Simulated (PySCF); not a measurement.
Molecule: `[SiH3]O[SiH2][SiH2]O[SiH3]`, H10O2Si4.

Atom-mapped SMILES (the numbers label the heavy atoms): `[SiH3:1][O:2][SiH2:3][SiH2:4][O:5][SiH3:6]`. Each H is labelled by its parent atom.

Geometry PBE0-D3(BJ)/def2-SVP throughout; GIAO in PySCF 2.14.0 with density-fitted response routines, gas phase, one conformer, non-relativistic; equivalent atoms averaged; basis pcSseg-1.

Q: How do the absolute shieldings σ depend on the functional? (ppm; last column core-seconds on shared hosts with different chips, so compare them loosely)

A: 
| functional | kind | Si3/Si4 | Si1/Si6 | O2/O5 | H(Si3)/H(Si4) | H(Si1)/H(Si6) | core-s |
| --- | --- | --- | --- | --- | --- | --- | --- |
| HF | Hartree–Fock | 427.4 | 436.1 | 357.9 | 27.01 | 27.28 | 16 |
| LDA | LDA | 344.6 | 347.5 | 347.1 | 25.05 | 25.45 | 36 |
| PBE | GGA | 365.1 | 369.7 | 341.3 | 25.68 | 26.06 | 42 |
| BLYP | GGA | 358.5 | 366.3 | 334.9 | 26.03 | 26.37 | 42 |
| BP86 | GGA | 363.8 | 368.8 | 340.2 | 25.78 | 26.16 | 43 |
| OPBE | GGA | 387.8 | 391.9 | 344.2 | 25.78 | 26.17 | 44 |
| KT2 | GGA | 388.3 | 392.0 | 344.3 | 25.69 | 26.10 | 35 |
| KT3 | GGA | 396.2 | 402.2 | 340.5 | 26.08 | 26.45 | 33 |
| B97-D | GGA | 379.6 | 386.4 | 339.6 | 26.16 | 26.51 | 33 |
| B3LYP | global hybrid | 371.3 | 379.0 | 342.2 | 26.21 | 26.54 | 23 |
| PBE0 | global hybrid | 381.2 | 386.3 | 349.0 | 25.97 | 26.34 | 51 |
| mPW1PW91 | global hybrid | 379.7 | 385.2 | 347.9 | 26.08 | 26.44 | 22 |
| WP04 | global hybrid | 372.3 | 383.5 | 332.7 | 27.09 | 27.42 | 44 |
| B97-2 | global hybrid | 387.8 | 393.7 | 346.9 | 26.20 | 26.56 | 20 |
| BHandHLYP | global hybrid | 391.2 | 399.2 | 349.9 | 26.50 | 26.81 | 21 |
| CAM-B3LYP | range-separated hybrid | 375.2 | 382.4 | 348.5 | 26.21 | 26.51 | 30 |
| wB97X-D | range-separated hybrid | 382.2 | 387.5 | 349.4 | 26.20 | 26.54 | 30 |
| LC-wPBE | range-separated hybrid | 384.9 | 389.5 | 357.2 | 26.23 | 26.54 | 38 |

Q: Which nucleus moves most, in ppm?

A: Si1/Si6 (silicon bonded to O, 3 H): from 347.5 ppm with LDA to 436.1 ppm with HF. The smallest spread is 1.97 ppm, at H(Si1)/H(Si6).
